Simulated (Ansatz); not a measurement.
Mulliken charges of `[BH2][GeH2][CH3]` from B3LYP/def2-TZVPP in Ansatz (PBE0-D4/def2-TZVP geometry).

```
atom   x (Å)   y (Å)   z (Å)  charge (e)
  B1  -1.173   0.484  -1.420      -0.069
 Ge2   0.125   0.668   0.168       0.092
  C3   0.777  -1.024   0.907      -0.385
  H4  -1.470  -0.578  -1.882       0.057
  H5  -1.652   1.461  -1.913       0.055
  H6  -0.562   1.481   1.290      -0.031
  H7   1.334   1.518  -0.291      -0.032
  H8  -0.059  -1.624   1.270       0.102
  H9   1.463  -0.845   1.736       0.109
 H10   1.301  -1.593   0.138       0.102
```

Task: By hand: the dipole of these point charges (1 e Å = 4.8032 D).

Result: Σ q r = (-0.120, -0.045, -0.146) e Å, of length 0.194 e Å = 0.93 D.

Task: How does the dipole of the full density compare? (Estimate.)

Result: Computed: (-0.009, -0.128, -0.012) e Å, 0.62 D; the point charges give 1.50 times that, at 70° from its direction.

Point charges leave out the atoms' own dipoles, such as those of lone pairs, and Mulliken's split depends on the basis, so the two needn't agree.

B3LYP here is the variant with VWN-RPA as its local correlation; programs differ in this.
